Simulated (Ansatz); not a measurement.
Consider the ligand exchange at a Ga–Br bond: `[OH][GaH][Br]` + H₂S → `[OH][GaH][SH]` + HBr.

Program: Ansatz. Geometries: PBE0-D4/def2-TZVP. ΔE: electronic, gas phase. CBS: MP2 limit from def2 TZ/QZ plus the TZ coupled-cluster correction, frozen cores. This one scheme is used for every species. DFT in def2-TZVPP. For Br, Ga outer-core shells are correlated without core-valence functions, which leaves a few kJ/mol of doubt a bond. Scalar relativity is left out up to krypton. One conformer a species, not always the lowest.

Task: Is it downhill or uphill in electronic energy at CCSD(T)/CBS, and by how much? (An estimate is asked.)

Result: Computed: Uphill: ΔE = +0.43 eV.

Task: What do these levels give: B97M-V, r2SCAN0-D4, PBE, r2SCAN0, HF/def2-TZVPP, MP2/def2-TZVPP? (Best estimate.)

Result: Computed: B97M-V 0.42, r2SCAN0-D4 0.46, PBE 0.41, r2SCAN0 0.46, HF/def2-TZVPP 0.59, MP2/def2-TZVPP 0.45 eV.

Largest T1 diagnostic among the species: 0.014.

From PBE to PBE0 (25 % exact exchange), in def2-TZVPP and without D4, ΔE moves by +0.03 eV. In def2-TZVPP, CCSD(T) changes the Hartree–Fock value by −0.15 eV (the triples alone add −0.02 eV) and MP2 by −0.14 eV.
